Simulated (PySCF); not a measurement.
Compound: C₉H₁₁ (charge +1).
SMILES: `C[C+](C)C1=CC=CC=C1`

All values: CAM-B3LYP/def2-SVPD (PySCF, non-relativistic), on one gas-phase PBE0-D3(BJ)/def2-SVP geometry that isn't relaxed in the solvent. The solvent is an IEF-PCM continuum (Bondi radii, 1.10 Å for H, scaled by 1.2), and excitations are vertical TDDFT with non-equilibrium linear response and a frozen core. The model holds no explicit solvent molecules, cavitation or dispersion.

```tsv
run	E − E(gas) (kJ/mol)	HOMO (eV)	HOMO–LUMO gap (eV)	lowest singlet (eV)	static polarisability (au)
gas	0.00	-13.36	6.41	3.53	107.4
P	-166.45	-10.23	6.50	3.59	139.6
Q	-209.22	-9.48	6.54	3.64	155.9
```

Problem. The runs were made in chloroform and water. Which run belongs to which solvent?

Solution. P = chloroform, Q = water. The dielectric constants are 4.711 (chloroform), 78.36 (water), and the energy falls further as ε rises. The optical constants n² used for the excitations are 2.09, 1.78 in the same order. In this model the ground state sees the solvent through ε alone.

Problem. How constant is the ratio of the lowering to 1 − 1/ε?

Solution. 
| solvent | 1 − 1/ε | E − E(gas) (kJ/mol) | ratio (kJ/mol) | polarisation term (kJ/mol) |
| --- | --- | --- | --- | --- |
| chloroform | 0.788 | -166.45 | -211.3 | -167.88 |
| water | 0.987 | -209.22 | -211.9 | -212.28 |

The ratio changes by +0.3 % in size from chloroform to water. The polarisation term is half the interaction of the solute with the induced surface charges.

Cost: about 1.8 min of CPU time on one thread; the machine was shared, so the figure is rough. This is the whole response run at CAM-B3LYP/def2-SVPD in water, SCF included.

Conformer computed: `[CH3:1][C+:2]([CH3:3])[c:4]1[cH:5][cH:6][cH:7][cH:8][cH:9]1`: C1–C2–C4–C5 2°.
